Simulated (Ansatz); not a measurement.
Ideal-gas functions of CH$_{3}$NOSe (`NC(O)=[Se]`) at 298.15 K and 1 bar, from an Ansatz frequency run at PBE0-D4/def2-TZVP.

Molar mass 124.0 g/mol, point group Cs (symmetry number 1), electronic degeneracy 1, moments of inertia 44.865, 164.946, 209.811 u Å². Harmonic wavenumbers (cm⁻¹, unscaled): 334, 340, 405, 526, 608, 652, 678, 1051, 1196, 1386, 1499, 1647, 3610, 3758, 3775.

Use S(trans) = R[1.5 ln M + 2.5 ln T − 1.1517]; rotational temperatures θ = 24.2544 K / I; S(rot) = R[ln(√π/σ · √(T³/θAθBθC)) + 1.5]; for each mode x = 1.438777 ν̃/T, S = R[x/(eˣ − 1) − ln(1 − e⁻ˣ)] and H = RT x/(eˣ − 1); 1 cm⁻¹ = 0.0119627 kJ/mol; R = 8.31446 J/(mol·K).

By hand: the entropy, in J/(mol·K).

Translation 169.0. Rotation: θ = 0.5406, 0.147, 0.1156 K, giving 107.8. Vibration, mode by mode: 5.19, 5.07, 3.95, 2.49, 1.82, 1.54, 1.39, 0.32, 0.18, 0.08, 0.05, 0.03, 0.00, 0.00, 0.00, in all 22.1. Electronic 0.0. Sum 298.9 J/(mol·K).

By hand: H − E and G − E in kJ/mol, counted from the electronic energy.

Zero-point energy ½ × 21465 × 0.0119627 = 128.4; thermal vibration 4.6; translation, rotation and pV give 4 RT = 9.9. H − E = 142.9 kJ/mol, and G − E = 142.9 − 298.15 × 298.9/1000 = 53.8 kJ/mol.

Vibration gives 7 % of the entropy. The sum counts one conformer and one mirror image; others add a mixing term.
